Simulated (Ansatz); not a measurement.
Born–Oppenheimer molecular dynamics of Cl2FZn (4 atoms, charge 0, multiplicity 2). It starts at the highest image of a converged band. Of that band: Neighbouring images differ by up to 1.5 eV, so the band resolves the path poorly. The top lies less than 8 meV above the higher end, about what the thresholds resolve: that end is a shoulder or a very shallow well. A vibrational analysis at the climbing image gives one clearly imaginary mode, 45i cm⁻¹: a first-order saddle point.

Computed with Ansatz, UHF/def2-SVP.

* ensemble: NVE (velocity Verlet)
* time step: 0.5 fs
* steps asked: 200
* starting velocities drawn for: 300 K
* seed: 11771

First frame:

```xyz
4
Properties=species:S:1:pos:R:3
Zn 0.000 0.000 -0.319
Cl -0.001 -0.001 2.857
Cl 0.000 0.000 -2.492
F 0.001 0.001 4.494
```

Task: How far do the bonds stretch over the last three quarters of this one trajectory? (Pairs bonded in most of those frames.)

Result: 
```json
{"bond": "Zn1–Cl3", "mean (Å)": "2.186", "spread (Å)": "0.025", "shortest": "2.14", "longest": "2.22"}
{"bond": "Cl2–F4", "mean (Å)": "1.620", "spread (Å)": "0.014", "shortest": "1.60", "longest": "1.64"}
```

Mean temperature of the second half: 280 K. The conserved energy stayed within 0.002 meV per atom of its start (net change 0 meV per atom), so the integration is sound. A run of 0.1 ps of so small a system gives no equilibrium averages.

The run took 3.7 min on 2 threads of Arm Neoverse V2 (shared host), peak memory 0.24 GiB.
